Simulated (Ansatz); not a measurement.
The same hydrolysis along the group B, Al, In.

Computed with Ansatz on PBE0-D4/def2-TZVP structures; ΔE is electronic, products minus reactants. CBS: MP2 limit from def2 TZ/QZ plus the TZ coupled-cluster correction, frozen cores. This one scheme is used for every species. Functionals use def2-TZVPP. def2 core potentials past Kr. For Br, In outer-core shells are correlated without core-valence functions, which leaves a few kJ/mol of doubt a bond. Scalar relativity is left out up to krypton. Each species was taken in one conformer, which may not be the lowest.

```
                                               reaction  ωB97M-V (kJ/mol)  CCSD(T)/CBS(def2) (kJ/mol)
                   `COB(F)Br` + H₂O → `OB(F)Br` + CH₃OH                 4                           8
`C[O][Al]([F])[Br]` + H₂O → `[OH][Al]([F])[Br]` + CH₃OH                -2                           0
`C[O][In]([F])[Br]` + H₂O → `[OH][In]([F])[Br]` + CH₃OH                -6                          -1
```

Largest T1 diagnostic: 0.015, for `C[O][In]([F])[Br]`.
